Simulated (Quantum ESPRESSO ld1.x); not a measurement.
Question: All-electron atom: V+ in [Ar] 3d4. Calculated with ld1.x of Quantum ESPRESSO 7.5: Dirac Kohn-Sham, exchange-only PBE, spin-unpolarised, spherical densities, point nucleus; open shells fill j = l - 1/2 first. Some entries of the table are withheld. Estimate them.

orbital  occ.  eigenvalue (hartree)  <r> (bohr)
1s1/2       2              -197.233     0.06643
2s1/2       2              -22.1968      0.3081
2p1/2       2              -18.7220      0.2721
2p3/2       4              -18.4608      0.2749
3s1/2       2                   (1)         (2)
3p1/2       2              -1.72277         (3)
3p3/2       4              -1.69282         (4)
3d3/2       4                   (5)       1.591
3d5/2       0                   (6)       1.599

Answer: 
(1) 3s1/2 eigenvalue (hartree): -2.65700
(2) 3s1/2 <r> (bohr): 0.9552
(3) 3p1/2 <r> (bohr): 1.024
(4) 3p3/2 <r> (bohr): 1.033
(5) 3d3/2 eigenvalue (hartree): -0.30574
(6) 3d5/2 eigenvalue (hartree): -0.30364
